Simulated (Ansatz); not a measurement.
Geometry optimisation, RKS B3LYP-D4/STO-3G in Ansatz 0.2.0.

The input (input.yaml):

```yaml
crystal:
  periodic: [false, false, false]
  atoms:
    - { symbol: Si, position_ang: [0.0, 0.0, 0.0] }
    - { symbol: F, position_ang: [0.0, 0.0, 1.59] }
    - { symbol: "N", position_ang: [1.7163, 0.0, -0.6061] }
    - { symbol: H, position_ang: [2.2145, -0.918, -0.7868] }
    - { symbol: H, position_ang: [2.2175, 0.918, -0.7783] }
    - { symbol: "N", position_ang: [-0.8572, 1.4851, -0.6061] }
    - { symbol: H, position_ang: [-1.8773, 1.43, -0.8888] }
    - { symbol: H, position_ang: [-0.3367, 2.4058, -0.6766] }
    - { symbol: "N", position_ang: [-0.8572, -1.4851, -0.6061] }
    - { symbol: H, position_ang: [-1.3922, -2.1014, 0.0704] }
    - { symbol: H, position_ang: [-0.8219, -1.7344, -1.6357] }
basis:
  gaussian: { orbitals: STO-3G }
hamiltonian:
  xc: b3lyp
  dispersion: d4
relax:
  f_tol: 0.02
  max_steps: 40
```

Command:

```bash
$ ansatz run input.yaml --threads 1 --pin off --max-ram 2048MiB --backend cpu --events-out ev --progress --plain --runs-dir out
```

Q: Where does it end, and by what steps?

A: The forces met the threshold. The force dipped under the threshold on the way, but the program's further checks kept it going. Limits of this set-up: minimal basis. After 35 steps the energy has fallen by 0.939 eV; H4 moved furthest, 1.32 Å.

```json
{"step": "0", "energy less start (eV)": "0.0000", "largest force component (eV/Å)": "4.280", "accepted": "yes"}
{"step": "2", "energy less start (eV)": "-0.7788", "largest force component (eV/Å)": "0.277", "accepted": "yes"}
{"step": "4", "energy less start (eV)": "-0.8054", "largest force component (eV/Å)": "0.174", "accepted": "yes"}
{"step": "6", "energy less start (eV)": "-0.8225", "largest force component (eV/Å)": "0.205", "accepted": "yes"}
{"step": "8", "energy less start (eV)": "-0.8385", "largest force component (eV/Å)": "0.679", "accepted": "yes"}
{"step": "10", "energy less start (eV)": "-0.8505", "largest force component (eV/Å)": "0.091", "accepted": "yes"}
{"step": "12", "energy less start (eV)": "-0.8530", "largest force component (eV/Å)": "0.067", "accepted": "yes"}
{"step": "14", "energy less start (eV)": "-0.8550", "largest force component (eV/Å)": "0.354", "accepted": "yes"}
{"step": "16", "energy less start (eV)": "-0.8687", "largest force component (eV/Å)": "0.455", "accepted": "yes"}
{"step": "18", "energy less start (eV)": "-0.9027", "largest force component (eV/Å)": "0.479", "accepted": "yes"}
{"step": "20", "energy less start (eV)": "-0.9175", "largest force component (eV/Å)": "0.447", "accepted": "yes"}
{"step": "22", "energy less start (eV)": "-0.9275", "largest force component (eV/Å)": "0.281", "accepted": "yes"}
{"step": "24", "energy less start (eV)": "-0.9355", "largest force component (eV/Å)": "0.116", "accepted": "yes"}
{"step": "26", "energy less start (eV)": "-0.9377", "largest force component (eV/Å)": "0.029", "accepted": "yes"}
{"step": "28", "energy less start (eV)": "-0.9383", "largest force component (eV/Å)": "0.033", "accepted": "yes"}
{"step": "30", "energy less start (eV)": "-0.9387", "largest force component (eV/Å)": "0.010", "accepted": "yes"}
{"step": "32", "energy less start (eV)": "-0.9389", "largest force component (eV/Å)": "0.029", "accepted": "yes"}
{"step": "34", "energy less start (eV)": "-0.9390", "largest force component (eV/Å)": "0.009", "accepted": "yes"}
{"step": "35", "energy less start (eV)": "-0.9390", "largest force component (eV/Å)": "0.011", "accepted": "yes"}
```

```xyz
11
Properties=species:S:1:pos:R:3
Si -0.024 -0.063 -0.067
F 0.019 -0.049 1.565
N 1.644 -0.288 -0.568
H 2.346 -0.010 0.156
H 1.895 0.238 -1.435
N -0.685 1.369 -0.827
H -1.721 1.461 -0.718
H -0.278 2.271 -0.490
N -1.126 -1.342 -0.553
H -0.718 -2.296 -0.409
H -1.345 -1.292 -1.576
```

Whether the end is a true minimum wasn't checked by a vibrational analysis.

Time of the run: 66 s on 1 thread of Intel(R) Xeon(R) Platinum 8488C (Sapphire Rapids), with other jobs on the host, peak memory 0.14 GiB.
